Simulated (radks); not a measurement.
The numbers below are computed, except where a source is named.
Spherical quantum dot in the effective-mass picture: electrons in a parabolic well V = omega^2 r^2 / 2 with omega = 2.43, all in effective atomic units (hartree* = m*/eps^2 hartree, bohr* = eps/m* bohr), one dielectric constant everywhere. Level of theory: non-relativistic Kohn-Sham, PBEsol, spin-polarised, spherical densities (a radial shooting solver with Libxc functionals). Levels are named by radial order and angular momentum (1s, 1p, 1d, 2s, ...), and open shells are averaged over m.

N = 23, configuration 1s2 1p6 1d10 2s2 1f(up 3, down 0). This is the lowest configuration that the search found. Occupied and some empty levels:

level,occupation,eigenvalue (hartree*),<r> (bohr*)
1s up,1,20.335,0.9879
1s down,1,20.365,0.9798
1p up,3,21.654,1.253
1p down,3,21.705,1.246
1d up,5,23.109,1.443
1d down,5,23.174,1.439
2s up,1,23.355,1.275
2s down,1,23.405,1.278
1f up,3,24.685,1.595
1f down,0,24.758,1.594
2p up,0,25.062,1.439
2p down,0,25.111,1.441
1g up,0,26.367,1.725
1g down,0,26.443,1.725
2d up,0,26.838,1.591
2d down,0,26.887,1.594

Energy (hartree*): total 353.762, kinetic 58.439, external 137.70, Hartree 174.45, exchange-correlation -16.824.

Electron density:

r (bohr*),n(r) (e/bohr*^3)
0.129,1.521
0.272,1.404
0.415,1.258
0.558,1.138
0.701,1.079
0.844,1.077
0.987,1.094
1.13,1.082
1.27,1.003
1.42,0.8527
1.56,0.6547
1.70,0.4498
1.85,0.2747
1.99,0.1485
2.13,0.07112
2.27,0.03021
2.42,0.01131
2.56,0.003786
2.71,0.001124
2.85,0.0002952
